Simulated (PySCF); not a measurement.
## MSe for M along the alkaline earths

CCSD(T) with double-zeta basis sets in PySCF, for the lowest determinant that a PBE0 search found; no spin–orbit coupling. De refers to high-spin ground-configuration atoms.

```tsv
M	basis	reference, frozen orbitals	state (unpaired electrons)	Re (Å)	ωe (cm⁻¹)	De (eV)
Be	def2-SVP	RHF, 9	singlet (closed shell)	1.910	807	2.02
Mg	aug-cc-pVDZ/aug-cc-pVDZ-PP	RHF, 5	singlet (closed shell)	2.305	409	1.55
Ca	x2c-SVPall	RHF, 14	singlet (closed shell)	2.514	322	2.05
Sr	def2-SVP	RHF, 9	singlet (closed shell)	2.653	251	2.39
```

(1) By what factor does the harmonic wavenumber vary along the series?

The rows differ in basis set, which adds steps of its own.

Down a group the atoms grow and get heavier, so bonds lengthen and wavenumbers fall; this series shows no clear exception.

Correlated steps freeze the inner cores (5 to 14 orbitals); shallow outer-core shells are correlated. Correlated levels converge slowly with the basis: in double zeta they bind strong bonds too weakly, by up to about 1 eV, and carry superposition errors of some tenths. Where the molecule has an RHF reference, its open-shell atoms are computed with UHF. The CCSD T1 diagnostic is raised in BeSe, CaSe, SrSe, a sign that a single reference may not be enough there.

## Answers

(1) At CCSD(T) it runs from 251 cm⁻¹ (SrSe) to 807 cm⁻¹ (BeSe), a factor of 3.22.
